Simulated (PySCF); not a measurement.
C5H10O, SMILES O[C@H](C1CC1)C.

Coordinates come from a PBE0-D3(BJ)/def2-SVP optimisation. Other conformers were not sampled.

Level of theory: PBE0-D3(BJ)/def2-SVP in PySCF 2.14.0.

No scaling factor is applied to the harmonic values.

Computed harmonic wavenumbers and intensities:
| mode | ν (cm⁻¹) | IR (km/mol) | moving atoms (share of kinetic energy) |
|---|---|---|---|
| 1 | 70 | 2.0 | C 46 %, H 36 %, O 18 % |
| 2 | 238 | 2.4 | H 51 %, C 33 %, O 17 % |
| 3 | 255 | 3.8 | H 71 %, C 25 % |
| 4 | 268 | 2.3 | C 57 %, H 41 % |
| 5 | 332 | 85.3 | H 86 %, C 13 % |
| 6 | 422 | 19.4 | O 36 %, H 33 %, C 31 % |
| 7 | 460 | 13.5 | C 48 %, O 28 %, H 25 % |
| 8 | 561 | 4.0 | C 48 %, H 46 % |
| 9 | 753 | 6.6 | C 48 %, H 48 % |
| 10 | 793 | 1.7 | H 87 %, C 12 % |
| 11 | 842 | 8.3 | H 80 %, C 20 % |
| 12 | 910 | 1.3 | H 48 %, C 43 %, O 9 % |
| 13 | 954 | 12.6 | H 50 %, C 44 % |
| 14 | 977 | 13.9 | C 58 %, H 41 % |
| 15 | 1032 | 3.2 | H 66 %, C 34 % |
| 16 | 1050 | 8.6 | H 66 %, C 33 % |
| 17 | 1072 | 25.0 | H 53 %, C 41 % |
| 18 | 1078 | 7.6 | H 57 %, C 40 % |
| 19 | 1132 | 55.5 | H 74 %, C 18 % |
| 20 | 1147 | 61.9 | H 56 %, C 32 %, O 12 % |
| 21 | 1183 | 0.4 | H 69 %, C 30 % |
| 22 | 1188 | 10.5 | C 52 %, H 46 % |
| 23 | 1248 | 1.5 | H 65 %, C 35 % |
| 24 | 1287 | 7.5 | H 64 %, C 34 % |
| 25 | 1358 | 3.7 | H 78 %, C 22 % |
| 26 | 1392 | 5.9 | H 62 %, C 38 % |
| 27 | 1397 | 32.0 | H 70 %, C 28 % |
| 28 | 1420 | 56.0 | H 77 %, C 19 % |
| 29 | 1431 | 2.9 | H 92 %, C 8 % |
| 30 | 1469 | 17.1 | H 92 % |
| 31 | 1470 | 2.2 | H 92 % |
| 32 | 1512 | 1.4 | C 51 %, H 49 % |
| 33 | 3056 | 9.5 | H 97 % |
| 34 | 3070 | 28.3 | H 92 % |
| 35 | 3147 | 0.6 | H 94 % |
| 36 | 3151 | 28.5 | H 92 % |
| 37 | 3156 | 8.9 | H 95 % |
| 38 | 3170 | 13.0 | H 91 %, C 9 % |
| 39 | 3172 | 6.7 | H 92 %, C 8 % |
| 40 | 3241 | 1.2 | H 89 %, C 11 % |
| 41 | 3252 | 8.7 | H 89 %, C 11 % |
| 42 | 3857 | 20.7 | H 94 % |
